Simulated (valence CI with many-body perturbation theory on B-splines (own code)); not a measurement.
## Hyperfine factors and g values of Yb56+

Calculated by relativistic CI+MBPT: four valence electrons over a frozen Dirac-Fock core [Ne], a basis of 11 s, 11 p, 9 d, 7 f, 5 g, 2 h, 1 i functions for each j, with the one-electron correlation potential Σ1 (screened to all orders), the two-electron term Σ2, the three-electron term Σ3, Breit, model QED; selected single and double excitations, second order for the rest (own B-spline code, finite nucleus).

No measured spectrum was set against this ion. As an estimate, large intervals hold to a few tenths of a per cent, small ones and those within an open d or f shell to about a per cent.

A/g_I is the dipole constant over the nuclear g factor μ/I (μ in nuclear magnetons, uniformly magnetised nucleus), B/Q the quadrupole constant per barn. Both hold the static response of the core; the bare values leave it out. Large factors of s and p1/2 electrons are usually good to 5 to 10 %; those of open d and f shells near neutrality can be off by tens of per cent, and small factors of p3/2, d and f electrons come from cancelling terms and can be off by a factor of two or in sign, in half-filled shells by more. B is blank for J = 1/2, where it vanishes, and for nearly pure S terms. Energies count from the lowest level. Levels with J = 0 are left out.

Levels are named by their leading jj configuration (3d3/2^4 stands for four electrons in 3d with j = 3/2), which in mixed levels can hold well under half, so a name can repeat and another be missing. Letters in brackets count levels of one name in rising energy.

| Level | E (Ry) | g | A/g_I (MHz) | A/g_I bare | B/Q (MHz/b) | B/Q bare |
| --- | --- | --- | --- | --- | --- | --- |
| (3s^2 3p1/2 3p3/2) J=1 | 19.478 | 1.490 | -140000 | -134000 | 175000 | 173000 |
| (3s^2 3p1/2 3p3/2) J=2 | 20.123 | 1.166 | 494000 | 486000 | 320000 | 316000 |
| (3s 3p1/2^2 3p3/2) J=2 | 30.802 | 1.534 | 1200000 | 1180000 | 322000 | 318000 |
| (3s 3p1/2^2 3p3/2) J=1 | 32.736 | 1.039 | -774000 | -753000 | 191000 | 189000 |
| (3s^2 3p1/2 3d3/2) J=2 | 34.565 | 0.754 | 433000 | 428000 | 69800 | 71500 |
| (3s^2 3p1/2 3d3/2) J=1 | 37.500 | 0.878 | -350000 | -338000 | 52800 | 53300 |
| (3s^2 3p3/2^2) J=2 | 40.083 | 1.310 | 181000 | 181000 | 29900 | 29400 |
| (3s^2 3p1/2 3d5/2) J=2 | 40.467 | 1.291 | -148000 | -142000 | 45200 | 46900 |
| (3s^2 3p1/2 3d5/2) J=3 | 40.532 | 1.108 | 277000 | 274000 | 49500 | 51800 |
| (3s 3p1/2^2 3d3/2) J=1 | 46.166 | 0.432 | -970000 | -946000 | 28700 | 29700 |
| (3s 3p1/2^2 3d3/2) J=2 | 46.658 | 1.135 | 1130000 | 1110000 | 55300 | 57000 |
| (3s 3p1/2 3p3/2^2) J=2 [a] | 49.783 | 1.521 | 782000 | 770000 | 90400 | 89100 |
| (3s 3p1/2 3p3/2^2) J=3 | 51.006 | 1.311 | 1040000 | 1020000 | 21100 | 20900 |
| (3s 3p1/2^2 3d5/2) J=3 | 51.734 | 1.350 | 754000 | 742000 | 52200 | 54500 |
| (3s 3p1/2^2 3d5/2) J=2 | 52.689 | 1.022 | -646000 | -628000 | 33600 | 35800 |
| (3s 3p1/2 3p3/2^2) J=1 [a] | 52.809 | 1.270 | 929000 | 913000 | -251000 | -247000 |
| (3s 3p1/2 3p3/2^2) J=2 [b] | 52.848 | 1.082 | 114000 | 115000 | -23900 | -23400 |
| (3s 3p1/2 3p3/2^2) J=1 [b] | 53.601 | 1.348 | 661000 | 652000 | 177000 | 175000 |
| (3s^2 3p3/2 3d3/2) J=3 | 56.602 | 1.090 | 165000 | 165000 | 370000 | 368000 |
| (3s^2 3p3/2 3d3/2) J=2 | 56.817 | 1.059 | 39100 | 42300 | -29200 | -28800 |
| (3s^2 3p3/2 3d3/2) J=1 | 56.876 | 1.120 | 205000 | 205000 | -168000 | -167000 |
| (3s^2 3p3/2 3d5/2) J=4 | 59.538 | 1.239 | 90600 | 91900 | 429000 | 426000 |
| (3s^2 3p3/2 3d5/2) J=2 | 60.161 | 1.237 | 75200 | 77100 | -227000 | -223000 |
| (3s^2 3p3/2 3d5/2) J=3 | 61.829 | 1.194 | 105000 | 106000 | 5390 | 7400 |
| (3s^2 3p3/2 3d5/2) J=1 | 62.497 | 1.074 | -22500 | -18800 | 56800 | 56900 |
| (3s 3p1/2 3p3/2 3d3/2) J=2 [a] | 63.634 | 1.184 | 301000 | 299000 | 8090 | 8110 |
| (3s 3p1/2 3p3/2 3d3/2) J=1 [a] | 64.376 | 1.145 | 467000 | 462000 | -162000 | -161000 |
| (3s 3p1/2 3p3/2 3d3/2) J=3 [a] | 64.737 | 1.137 | 683000 | 672000 | 92000 | 91700 |
| (3s 3p1/2 3p3/2 3d3/2) J=2 [b] | 64.933 | 1.174 | 375000 | 372000 | -46800 | -46600 |
| (3s 3p1/2 3p3/2 3d3/2) J=4 | 65.882 | 1.168 | 813000 | 799000 | 301000 | 299000 |
| (3s 3p1/2 3p3/2 3d3/2) J=2 [c] | 66.849 | 0.908 | 466000 | 459000 | -111000 | -109000 |
| (3s 3p1/2 3p3/2 3d3/2) J=3 [b] | 67.262 | 1.299 | 727000 | 716000 | 295000 | 292000 |
| (3s 3p1/2 3p3/2 3d3/2) J=1 [b] | 67.588 | 1.736 | 1720000 | 1680000 | 109000 | 108000 |
| (3s 3p1/2 3p3/2 3d3/2) J=2 [d] | 67.674 | 1.398 | 847000 | 834000 | 81900 | 79400 |

(1) Take the isotope of mass number 171, with I = 1/2, μ = 0.4923 μN. What is the hyperfine structure of (3s^2 3p3/2^2) J=2?

Results:

(1) From the table A = 179000 MHz. Shifts from the centre of gravity in MHz: F = 3/2: -268000, F = 5/2: 179000.
